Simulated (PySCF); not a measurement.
# Radial density of O⁺ (oxygen, charge +1)

UHF, [He] 2s2 2p3, high-spin 4S determinant. Computed with PySCF 2.14 in an even-tempered Gaussian basis (22 s from 0.062 bohr⁻², ratio 2.2; 13 p from 0.081 bohr⁻², ratio 2.2; 6 d from 1.1 bohr⁻², ratio 2.4; 6 f from 1.6 bohr⁻², ratio 2.4; 5 g from 2.4 bohr⁻², ratio 2.4), with the spin-free X2C one-electron Hamiltonian (Gaussian nucleus).

| r (bohr) | 4πr²ρ (e/bohr) | 4πr²(ρα − ρβ) |
| --- | --- | --- |
| 0.00370 | 0.05324 | 0.0000 |
| 0.00622 | 0.1428 | 0.0001 |
| 0.0105 | 0.3735 | 0.0003 |
| 0.0176 | 0.9349 | 0.0008 |
| 0.0296 | 2.171 | 0.0022 |
| 0.0498 | 4.441 | 0.0067 |
| 0.0837 | 7.337 | 0.0260 |
| 0.141 | 8.529 | 0.1155 |
| 0.237 | 5.791 | 0.4707 |
| 0.398 | 3.051 | 1.4254 |
| 0.670 | 4.210 | 2.5706 |
| 1.13 | 3.653 | 2.0609 |
| 1.90 | 0.8978 | 0.5050 |
| 3.19 | 0.03620 | 0.0219 |
| 5.36 | 8.562e-05 | 0.0001 |

Densities and radii are taken from the X2C orbitals without a picture-change correction, which distorts them close to the nucleus.
